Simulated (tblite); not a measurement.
C$_{2}$F$_{4}$, singlet, at a GFN2-xTB geometry; GFN1-xTB (tblite).

The tblite input:
```
$ tblite run mol.xyz --method gfn1 --charge 0 --spin 0 --grad --json tblite.json --no-restart

# file mol.xyz
6

C     -0.00105308     0.00248000     0.66437482
C      0.00105308    -0.00248000    -0.66437482
F      0.00273819     1.10118120     1.39657234
F     -0.00717847    -1.09072435     1.40473865
F      0.00717847     1.09072435    -1.40473865
F     -0.00273819    -1.10118120    -1.39657234
```

The log (banner, timings and long lists left out):

```
xTB calculator
 | screened Coulomb repulsion
 | Coulomb electrostatics
 |  * isotropic Klopman-Ohno-Mataga-Nishimoto electrostatics
 |  * onsite third-order electrostatics
 | DFT-D3(BJ) dispersion correction

halogen bonding energy    0.0000000000000E+00 Eh
repulsion energy          8.9619150227744E-02 Eh
dispersion energy        -1.1886850639805E-03 Eh
number of electrons       3.6000000000000E+01 e
integral cutoff           1.7350510997663E+01 bohr

------------------------------------------------------------
  cycle        total energy    energy error   density error
------------------------------------------------------------
      1     -24.53092154896  -2.4619352E+01   6.1981354E-01
      2     -24.74237365539  -2.1145211E-01   3.3302619E-01
      3     -24.74332609549  -9.5244010E-04   1.4905105E-01
      4     -24.74355482630  -2.2873081E-04   8.6060830E-03
      5     -24.74366616361  -1.1133731E-04   9.1005818E-04
      6     -24.74366737506  -1.2114533E-06   1.0948533E-04
      7     -24.74366738998  -1.4914136E-08   2.6532199E-05
      8     -24.74366739091  -9.3882591E-10   5.5105486E-09
------------------------------------------------------------

electronic energy        -2.4832097856078E+01 Eh
total energy             -2.4743667390914E+01 Eh

Post processing:
 | Mayer-Wiberg bond orders

[Info] Tight-binding results written to 'tblite.txt'
[Info] JSON dump of results written to 'tblite.json'
```
